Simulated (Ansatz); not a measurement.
The same path of BF2H + ClH (6 atoms, charge 0, multiplicity 1) was run twice with different band settings. Lost on the way: B1–F2, Cl5–H6. Made: B1–Cl5, F2–H6.

Computed with RKS r2SCAN/6-31G* (Ansatz 0.2.0).

Relaxed end points:

```xyz
6
Properties=species:S:1:pos:R:3
B -0.018 0.363 -0.093
F -0.049 0.412 1.236
H 1.021 0.330 -0.675
F -1.168 0.381 -0.735
Cl 0.150 -2.797 1.098
H 0.089 -1.804 1.915
```

```xyz
6
Properties=species:S:1:pos:R:3
B 0.036 -0.453 -0.286
F 0.024 0.112 1.844
H 1.040 0.138 -0.521
F -1.152 0.060 -0.540
Cl 0.118 -2.210 0.059
H -0.043 -0.761 2.190
```

Common settings: movable images 5; climbing image yes; spring 5.0 eV/Å²; optimiser quadratic models (default); start path through a guess of the saddle point; iteration limit 60; end points relaxed.

| run | force threshold |
| --- | --- |
| 1 | 0.05 eV/Å |
| 2 | 0.2 eV/Å |

**Question.** What does each run give, and how far can it be trusted?

**Answer.** Run 1: converged after 18 iterations, highest image 1.108 eV above the first end. A vibrational analysis at the climbing image gives one clearly imaginary mode, 775i cm⁻¹: a first-order saddle point.
Run 2: converged after 16 iterations, highest image 1.108 eV above the first end. The threshold of 0.2 eV/Å is loose, so the images may lie well off the minimum-energy path. Another band between the same ends (5 images) ends at a top of the same energy, where a vibrational analysis finds 1 clearly imaginary mode.
The orbitals stay closed-shell, which can raise the energy where a bond breaks towards radicals; this wasn't checked here.
